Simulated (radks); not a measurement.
Q: Valence configurations of the technetium ion Tc3+ (all share [Kr]). All-electron calculation, Dirac Kohn-Sham, PBE, spin-unpolarised, spherical densities, finite nucleus; open shells are shared between the two j in proportion to 2j + 1; Fermi nuclear charge, rms radius 4.4112 fm. Program: a radial shooting solver on a logarithmic mesh with Libxc functionals. Order these by energy: 4d3 5p1; 4d3 5s0.5 5p0.5; 4d3.5 5s0.5; 4d4; 4d1 5s2 5p1; 4d2 5p2; 4d1 5s1 5p2; 4d2 5s2; 4d3 5s1; 4d3.5 5p0.5.

A: From the lowest, in eV above it: 4d4 0.000; 4d3.5 5s0.5 3.915; 4d3.5 5p0.5 7.170; 4d3 5s1 8.280; 4d3 5s0.5 5p0.5 11.623; 4d3 5p1 14.979; 4d2 5s2 18.395; 4d2 5p2 32.540; 4d1 5s2 5p1 37.849; 4d1 5s1 5p2 45.303. NIST lists [Kr] 4d4 as the ground configuration; this level of theory agrees among the configurations tried. The energies are those of spherical spin-averaged densities, not of single terms.
